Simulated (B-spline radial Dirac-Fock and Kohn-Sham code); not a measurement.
X-ray lines that fill the 3d5/2 vacancy in Cs³⁺

System: the Cs³⁺ ion, configuration 1s2 2s2 2p6 3s2 3p6 3d10 4s2 4p6 4d10 5s2 5p4.

Input file task.json (cfg lists n, l and occupation; rrms is the nuclear radius in fm):

```json
{"items": [{
  "Z": 55,
  "q": 3,
  "cfg": [[1, 0, 2], [2, 0, 2], [2, 1, 6], [3, 0, 2], [3, 1, 6], [3, 2, 10], [4, 0, 2], [4, 1, 6], [4, 2, 10], [5, 0, 2], [5, 1, 4]],
  "A": 133,
  "rrms": 4.8041,
  "do": ["binding", "quiet", "decay"],
  "holes": ["K", "L1", "L2", "L3", "M1", "M2", "M3", "M4", "M5", "N1", "N2", "N3", "N4", "N5"]
}]}
```

Run with: `python xray_run.py task.json out`

Level of theory: a relativistic independent-particle model: LDA orbitals of the hole state, radiative multipoles to third order, Auger rates from the Coulomb interaction with a continuum orbital, Dirac-Fock energies; an atomic code on a B-spline grid.

| line | multipole | energy (eV) | rate (s⁻¹) | share (%) |
| --- | --- | --- | --- | --- |
| Mζ1 (M5-N3) | E1 | – | 3.87e+11 | 89.9 |
| M5-N5 | E2 | 650.9 | 4.08e+08 | 0.0948 |
| M5-O3 | E1 | 720.5 | 4.27e+10 | 9.90 |

The listed lines hold 99.9 % of the radiative rate. A dash stands for an energy that rests on an unreliable hole state. The radiative width is 0.000283 eV in the length form and 0.000302 eV in the velocity form; the two differ because the transition energies are not eigenvalue differences of the potential that gave the orbitals.

Values without a named source are computed, but for edge energies of neutral atoms, which are taken from tables.
